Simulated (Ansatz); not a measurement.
Harmonic frequencies (cm⁻¹) at PBE0-D4/def2-TZVP from Ansatz: 54, 134, 151, 220, 242, 273, 322, 387, 459, 626, 824, 827, 884, 913, 928, 939, 989, 1027, 1110, 1192, 1282, 1315, 1396, 1416, 1480, 1489, 1500, 1502, 2261, 3019, 3039, 3042, 3109, 3109, 3115, 3126.

Each molecule was computed in one conformer, which needn't be the lowest.

(1) Which molecule is it?
A. `F[SiH2]N([SiH3])[SiH3]`
B. `[SiH3]O[SiH2][SiH3]`
C. `CC[SiH](F)[SiH3]`
D. `CC(C)[SiH](F)F`

Results:

(1) D.
